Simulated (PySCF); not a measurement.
Assignment exercise: C₆H₁₀FPSi₂

Molfile (atoms numbered from 1):
```
C6H10FPSi2
     RDKit          3D

 20 20  0  0  0  0  0  0  0  0999 V2000
   -0.7044    2.8333   -1.0588 F   0  0  0  0  0  0  0  0  0  0  0  0
   -0.7686    1.8026    0.1914 Si  0  0  1  0  0  4  0  0  0  0  0  0
   -2.8203    0.7349    0.0972 Si  0  0  0  0  0  4  0  0  0  0  0  0
   -2.6739   -1.1312    1.3359 P   0  0  0  0  0  0  0  0  0  0  0  0
    0.6685    0.6005   -0.0241 C   0  0  0  0  0  0  0  0  0  0  0  0
    1.5580    0.6943   -1.0914 C   0  0  0  0  0  0  0  0  0  0  0  0
    2.5772   -0.2273   -1.2512 C   0  0  0  0  0  0  0  0  0  0  0  0
    2.7243   -1.2625   -0.3435 C   0  0  0  0  0  0  0  0  0  0  0  0
    1.8495   -1.3701    0.7258 C   0  0  0  0  0  0  0  0  0  0  0  0
    0.8325   -0.4473    0.8800 C   0  0  0  0  0  0  0  0  0  0  0  0
   -0.5184    2.6907    1.3275 H   0  0  0  0  0  0  0  0  0  0  0  0
   -3.3007    0.4289   -1.2615 H   0  0  0  0  0  0  0  0  0  0  0  0
   -3.9010    1.5097    0.7247 H   0  0  0  0  0  0  0  0  0  0  0  0
   -3.8849   -1.6492    0.9261 H   0  0  0  0  0  0  0  0  0  0  0  0
   -1.9745   -1.8590    0.3923 H   0  0  0  0  0  0  0  0  0  0  0  0
    1.4456    1.5005   -1.8012 H   0  0  0  0  0  0  0  0  0  0  0  0
    3.2567   -0.1393   -2.0865 H   0  0  0  0  0  0  0  0  0  0  0  0
    3.5181   -1.9846   -0.4678 H   0  0  0  0  0  0  0  0  0  0  0  0
    1.9606   -2.1752    1.4378 H   0  0  0  0  0  0  0  0  0  0  0  0
    0.1506   -0.5388    1.7171 H   0  0  0  0  0  0  0  0  0  0  0  0
  1  2  1  0
  2  3  1  0
  3  4  1  0
  2  5  1  0
  5  6  2  0
  6  7  1  0
  7  8  2  0
  8  9  1  0
  9 10  2  0
 10  5  1  0
  2 11  1  1
  3 12  1  0
  3 13  1  0
  4 14  1  0
  4 15  1  0
  6 16  1  0
  7 17  1  0
  8 18  1  0
  9 19  1  0
 10 20  1  0
M  END
```

[PySCF 2.14.0 with density-fitted response routines: GFN2-xTB structure; σ from GIAO-PBE0/pcSseg-1; equivalent nuclei averaged; a single conformation; no solvent model; non-relativistic Hamiltonian]

References, each an isolated molecule treated in the same way: $^{13}$C and $^{1}$H against TMS.

(1) Assign these signals to the numbered atoms. $^{13}$C{$^{1}$H} NMR (computed): δ 138.4 (C), 138.2 (CH), 136.3 (CH), 133.6 (CH).

(2) Assign these signals to the numbered atoms. $^{1}$H NMR (500 MHz, computed): δ 7.78 (m, 2H), 7.74 (m, 2H), 7.72 (m, 1H), 6.26 (m, 1H), 4.42 (m, 1H), 4.07 (m, 1H), 1.01 (m, 2H).

## Answers

(1) 
138.4 → C5, substituted aromatic carbon
138.2 → C6/C10, aromatic CH: the aromatic region
136.3 → C8, aromatic CH
133.6 → C7/C9, aromatic CH

C5 and C6/C10; C6/C10 and C8 lie closer than the usual error of such a calculation, so a measured spectrum could show them in the other order.

(2) 
7.78 → H16/H20, hydrogen on an aromatic CH: the ring current deshields protons in the ring plane
7.74 → H17/H19, hydrogen on an aromatic CH
7.72 → H18, hydrogen on an aromatic CH
6.26 → H11, hydrogen on a silicon bonded to C, F, Si
4.42 → H12, hydrogen on a silicon bonded to P, Si
4.07 → H13, hydrogen on a silicon bonded to P, Si
1.01 → H14/H15, hydrogen on a phosphorus bonded to Si

H16/H20 and H17/H19; H17/H19 and H18 lie closer than the usual error of such a calculation, so a measured spectrum could show them in the other order.

Splittings by $^{19}$F and $^{31}$P in the carbon and heteronuclear signals aren't shown, as no couplings were computed. Shifts are as computed. Against solution values, carbons near 30 ppm lie about +3 ppm off and those near 130 ppm about +5 ppm. Of 1211 compounds with measured shifts, 218 miss one by over three times the rms of a fit or turn the order of signals round; such compounds aren't used in these exercises. Multiplicities follow the n + 1 count of equivalent neighbours, as no J values were calculated; m marks all less simple cases, F and P coupling included.
